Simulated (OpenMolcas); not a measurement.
Fe3+.

```yaml
Program: OpenMolcas
Basis: ANO-RCC-VTZP [6s5p3d2f1g]
Scalar_Hamiltonian: DKH2, point nucleus
Active_space: 5 electrons in 5 orbitals (3d)
State_averaging: 2S+1 = 6 even, 1 root; 2S+1 = 4 even, 24 roots kept (CI in the orbitals of an earlier block); 2S+1 = 2 even, 75 roots kept (CI in the orbitals of an earlier block)
Spin-orbit_coupling: RASSI with atomic mean-field integrals over the reference wave functions, term energies averaged over their components
```

Two sets of levels on these reference wave functions, in cm⁻¹ above 3d⁵ ⁶S_5/2: one from CASSCF and one from MS-CASPT2, IPEA 0.25 Eh, imaginary shift 0.1 Eh (closed shells correlated: 3s 3p).

```
               Level  Set 1  Set 2
          3d⁵ ⁶S_5/2    0.0    0.0
          3d⁵ ⁴G_5/2  37360  33920
          3d⁵ ⁴G_7/2  37380  33950
         3d⁵ ⁴G_11/2  37390  33960
          3d⁵ ⁴G_9/2  37400  33960
          3d⁵ ⁴P_5/2  43010  37400
          3d⁵ ⁴P_3/2  43090  37480
          3d⁵ ⁴P_1/2  43170  37570
          3d⁵ ⁴D_7/2  46510  40570
          3d⁵ ⁴D_1/2  46590  40660
          3d⁵ ⁴D_3/2  46660  40730
          3d⁵ ⁴D_5/2  46670  40750
         3d⁵ ²I_11/2  53260  49720
         3d⁵ ²I_13/2  53320  49800
3d⁵ ²D_5/2(1) [69 %]  59900  52610
       3d⁵ ²D_3/2(1)  60530  53120
```

**Question.** Which set is which?

**Answer.** Set 2 is MS-CASPT2. Its levels of the other terms of 3d⁵ lie at 0.87 to 0.93 of the other set's values, as expected, since terms of lower spin or lower L gain more correlation energy than the Hund ground term. Against 8 measured levels (Corliss and Sugar, J. Phys. Chem. Ref. Data 11, 135 (1982)) the mean absolute deviation is 2200 cm-1 with it and 8100 cm-1 without; single levels miss by up to 3100 cm-1 with it.

Term energies are means over components that CASPT2 splits; among the terms shown or strongly mixed into the levels shown the widest spread is 190 cm-1 (3d⁵ ²I, MS-CASPT2). Terms from blocks run as CI alone lack orbitals of their own. Without dynamic correlation excited terms often stand tens of per cent too high (terms of higher spin than the ground term too low), and those without a measured partner can miss by more than the paired ones (holds for CASSCF). Blocks of more than 70 roots (2S+1 = 2 even) ran without multistate coupling (holds for MS-CASPT2). Measured partners are found by configuration, term and J. A level has none where our copy of the source lacks it or the pairing is in doubt (some pairs that miss far off the trend of their configuration count as doubtful), and it then counts in no deviation. Levels of configurations outside the active space are missing. Levels that lie high or do not pair safely by name in every column are left out.

A share in square brackets marks a mixed level and gives the weight of the term that names it, the lowest over the columns. A number in round brackets counts repeated terms of one configuration in the order of the reference energies.
